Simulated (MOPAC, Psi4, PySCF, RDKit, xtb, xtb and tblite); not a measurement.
Two geometries of SMILES CC(=O)CS, relaxed at GFN2-xTB with one dihedral held; other torsions can differ between them too.

Structure A

```
11

C     -1.3034     0.5607     0.1628
C     -0.3895    -0.3237    -0.6313
O     -0.6352    -0.7243    -1.7384
C      0.8977    -0.7285     0.0651
S      1.5949     0.6211     1.0909
H     -1.4098     0.1877     1.1787
H     -2.2734     0.6295    -0.3216
H     -0.8613     1.5552     0.2205
H      0.6748    -1.5677     0.7280
H      1.6361    -1.0355    -0.6758
H      2.6497    -0.0735     1.5114
```

Structure B

```
11

C     -0.9156    -1.3124    -1.2537
C     -0.5287    -0.6812     0.0546
O     -1.3224    -0.3586     0.8989
C      0.9649    -0.4903     0.2189
S      1.3794     0.5967     1.6228
H     -0.8870    -0.5454    -2.0269
H     -1.9277    -1.7038    -1.1925
H     -0.2211    -2.1006    -1.5310
H      1.4225    -1.4676     0.3935
H      1.4007    -0.0618    -0.6834
H      0.1600     0.5142     2.1537
```

Q: Which is lower in energy at the level DF-MP2 (frozen core)/cc-pVTZ // GFN2-xTB run with Psi4, and by how much?

A: B is lower, by 9.42 kJ/mol (dihedral C2–C4–S5–H11: 180° in A, 15° in B).

E(B) − E(A) in kJ/mol at the other levels, on the same two geometries: GFN2-xTB (xtb and tblite) -8.11; MMFF94 // GFN2-xTB (RDKit) -12.81; PBE/def2-TZVP // GFN2-xTB (Psi4) -10.53; PBE-D3(BJ)/def2-TZVP // GFN2-xTB (Psi4) -9.98; HF/cc-pVTZ // GFN2-xTB (Psi4) -5.32; UFF // GFN2-xTB (RDKit) 26.42; PM3, restricted, heats of formation // GFN2-xTB (MOPAC) 7.78; PM7, restricted, heats of formation // GFN2-xTB (MOPAC) -9.08; GFN1-xTB // GFN2-xTB (xtb) -5.64; restricted B3LYP/6-31G*, spherical d // GFN2-xTB (PySCF) -11.64; restricted LDA (SVWN5)/6-31G*, spherical d // GFN2-xTB (PySCF) -17.75; restricted B3LYP/3-21G // GFN2-xTB (PySCF) -18.92; restricted B3LYP/6-311+G**, spherical d, density fitting // GFN2-xTB (PySCF) -9.30.
